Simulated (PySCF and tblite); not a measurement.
The numbers below are computed, except where a source is named.
C₅H₇NO, numbered as in [CH3:1][O:2][C@H:3]1[CH2:4][C@@H:5]1[C:6]#[N:7]. Free energies: PBE0-D3(BJ)/def2-SVP (IEF-PCM, tetrahydrofuran) on GFN2-xTB structures plus GFN2-xTB thermal terms, symmetry and mirror images included. Conformers within 2.5 kcal/mol (GFN2-xTB free energy) were kept, 6 at most. GIAO shieldings: KT2/pcSseg-1 (IEF-PCM, tetrahydrofuran). Shifts are against TMS (¹H), TMS (¹³C) at the same level; of two unlike H on one atom, a is the less shielded. Run with PySCF (density fitting) and tblite.

Torsions listed: C1–O2–C3–C4.

```csv
conformer,shape,point group,mirror pair,ΔE(DFT),Δ(G−E) at 298.15 K,δ H4b (ppm)
1,-158°,C1,no,0.00,0.00,1.28
2,89°,C1,no,1.11,-0.01,1.07
```

Energies in kcal/mol; the thermal term leaves out symmetry numbers and mirror images.

Task: Work out the weights at 298.15 K and the ¹H shift of H4b under fast exchange.

Result: RT = 0.592 kcal/mol. Each conformer gets RT ln(σ/g), with σ the rotational symmetry number and g = 2 for a mirror pair: 1: σ = 1, g = 1, G = 0.00 + 0.00 + 0.00 = 0.00, 0.00 above the lowest, exp(−ΔG/RT) = 1.000; 2: σ = 1, g = 1, G = 1.11 − 0.01 + 0.00 = 1.10, 1.10 above the lowest, exp(−ΔG/RT) = 0.156. The sum is 1.156, so the weights are 86.5, 13.5 %. The averaged shift is 1.25 ppm. At 298.15 K the leading conformer alone gives 1.28 ppm and bare DFT energies give 1.25 ppm.
